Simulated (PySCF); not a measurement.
CH₂O, charge +1, doublet, geometry from GFN2-xTB (a state made from the parent by changing its charge; the spin is typed, not shown lowest). Base run: SVWN5/pcseg-1 run with PySCF.

Here is a job for PySCF.
```python
from pyscf import gto, scf, dft

mol = gto.Mole()
mol.atom = '''
    O    -0.032826    0.015634    0.660001
    C     0.024264   -0.011556   -0.487850
    H     0.034811    0.877051   -1.199067
    H     0.082215   -0.932787   -1.153838
'''
mol.basis = 'pcseg-1'
mol.charge = 1
mol.spin = 1
mol.verbose = 4
mol.build()

mf = dft.UKS(mol)
mf.xc = 'lda,vwn'
mf.kernel()
```

Variants of this job, named by their change:

```json
[
 {"change": "base", "ΔE vs base (µEh)": "0.0", "grid points": "47816", "electrons on the grid": "15.00000"},
 {"change": "grids.atom_grid = (150, 974)", "ΔE vs base (µEh)": "-0.2", "grid points": "321840", "electrons on the grid": "15.00000"},
 {"change": "grids.becke_scheme = stratmann", "ΔE vs base (µEh)": "-0.4", "grid points": "47816", "electrons on the grid": "15.00000"},
 {"change": "grids.level = 4", "ΔE vs base (µEh)": "-0.2", "grid points": "88288", "electrons on the grid": "15.00000"},
 {"change": "grids.level = 2", "ΔE vs base (µEh)": "0.1", "grid points": "33160", "electrons on the grid": "15.00000"},
 {"change": "small_rho_cutoff = 0", "ΔE vs base (µEh)": "0.0", "grid points": "47816", "electrons on the grid": "15.00000"},
 {"change": "grids.level = 7", "ΔE vs base (µEh)": "-0.2", "grid points": "273552", "electrons on the grid": "15.00000"},
 {"change": "grids.prune = off", "ΔE vs base (µEh)": "0.0", "grid points": "75504", "electrons on the grid": "15.00000"},
 {"change": "grids.atom_grid = (50, 194)", "ΔE vs base (µEh)": "-3.8", "grid points": "26288", "electrons on the grid": "15.00000"},
 {"change": "grids.radi_method = gauss_chebyshev", "ΔE vs base (µEh)": "0.0", "grid points": "46776", "electrons on the grid": "15.00000"},
 {"change": "grids.prune = dft.gen_grid.sg1_prune", "ΔE vs base (µEh)": "-4.7", "grid points": "21344", "electrons on the grid": "15.00001"}
]
```

Open shells are given as the SCF converged; they aren't shown to be the lowest states, and a large step between rows can be another state.
